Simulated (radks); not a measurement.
Excited configurations of H I: one electron is placed in a higher orbital outside the bare nucleus. The ground configuration is 1s1. Calculated with a radial shooting solver on a logarithmic mesh with Libxc functionals: Dirac Kohn-Sham, PBE, spin-unpolarised, spherical densities, point nucleus; open shells fill j = l - 1/2 first. Excitation = E - E(ground); binding = E(ion) - E, where the ion is the core of charge +1; n* = 1/sqrt(2 binding) in atomic units, and the quantum defect is n - n*.

outer orbital,excitation (eV),binding (eV),n*,quantum defect,eigenvalue (eV),<r> (bohr)
2s1/2,9.035,3.454,1.985,0.015,-1.983,5.877
3s1/2,10.855,1.633,2.886,0.114,-1.005,12.85
3d3/2,10.961,1.528,2.984,0.016,-0.721,10.58
4d3/2,11.548,0.940,3.804,0.196,-0.548,20.10
5s1/2,11.856,0.632,4.640,0.360,-0.422,35.06
6s1/2,12.039,0.449,5.506,0.494,-0.307,50.26
6p1/2,12.039,0.450,5.501,0.499,-0.304,49.32
6f5/2,12.041,0.447,5.517,0.483,-0.284,44.89

The Delta-SCF ionisation energy is 12.488 eV (NIST Atomic Spectra Database: 13.598 eV, theoretical). Self-interaction in the functional shifts the binding energies and quantum defects, so they are the method's values and not measured ones. Spin polarisation and multiplet splitting are left out, so open shells lie too high by an amount that depends on their filling.

Beside tabulated values, note that spin-unpolarised runs miss the spin-polarisation part of the exchange energy of open shells.
